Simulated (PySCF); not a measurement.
Input of a run (PBE0-D3(BJ)/def2-SVP geometry optimisation, gas phase (PySCF 2.14.0)), started from a GFN2-xTB structure with every atom displaced at random (by about 0.01 Å):
```
{"job": {"xc": "PBE0", "basis": "def2-SVP", "d3": "d3bj", "grid": 1, "shake": 0.01, "kind": "geom"}, "charge": 0, "multiplicity": 1}
Cl    -1.364300    -2.092800     0.014740
C     -1.558710    -0.332090     0.379010
Si    -0.163330     0.617680    -0.507410
C      1.539580    -0.085740     0.148410
Cl     2.843090     0.807990    -0.620690
H     -1.534820    -0.231040     1.461880
H     -2.527710    -0.030680     0.032360
H     -0.235850     2.041240    -0.145990
H     -0.231020     0.396240    -1.919540
H      1.628450     0.021650     1.237410
H      1.642720    -1.138280    -0.095850
```

Output (energies in Eh, forces in Eh/bohr):
```
step   0  E = -1288.75890906  max force = 0.034236
step   1  E = -1288.76225394  max force = 0.006201
step   2  E = -1288.76289445  max force = 0.003162
step   3  E = -1288.76300212  max force = 0.001274
step   4  E = -1288.76303123  max force = 0.000739
step   5  E = -1288.76305310  max force = 0.000522
step   6  E = -1288.76306431  max force = 0.000649
step   7  E = -1288.76307731  max force = 0.000663
step   8  E = -1288.76308668  max force = 0.000497
step   9  E = -1288.76309093  max force = 0.000150
optimisation converged
```

Q: Summarise the run.

A: The energy falls by 2.6 kcal/mol over 10 energy and gradient evaluations, the largest force component goes from 0.0342 to 1.5e-04 Eh/bohr, and the atoms move by 0.035 Å rms after alignment. The bond that changes most is Si3–C4 (SiH2 silicon to sp3 C–Cl carbon), which shortens by 0.067 Å. Bonds longer at the end by more than 0.005 Å: 6 of 10; shorter: 3. Among the angles that change most is H8–Si3–H9, from 113.0° to 110.2°. The energy never rose by more than 1e-6 Eh on the way. The first step brought 80 % of the lowering.

Q: What are the final bond lengths?

A: Cl1–C2 1.794 Å, C2–Si3 1.895 Å, Si3–C4 1.889 Å, C4–Cl5 1.791 Å, C2–H6 1.100 Å, C2–H7 1.100 Å, Si3–H8 1.494 Å, Si3–H9 1.489 Å, C4–H10 1.100 Å, C4–H11 1.099 Å. Numbering counts from 1 in the input's order; the species is `ClC[SiH2]CCl`.

The run used 112 basis functions and 58 SCF cycles in all.

Not checked by PBE0-D3(BJ)/def2-SVP frequencies. The numbers are those of one conformer.

The values belong to the conformer `[Cl:1][CH2:2][SiH2:3][CH2:4][Cl:5]`: Cl1–C2–Si3–C4 -56°, C2–Si3–C4–Cl5 180°.
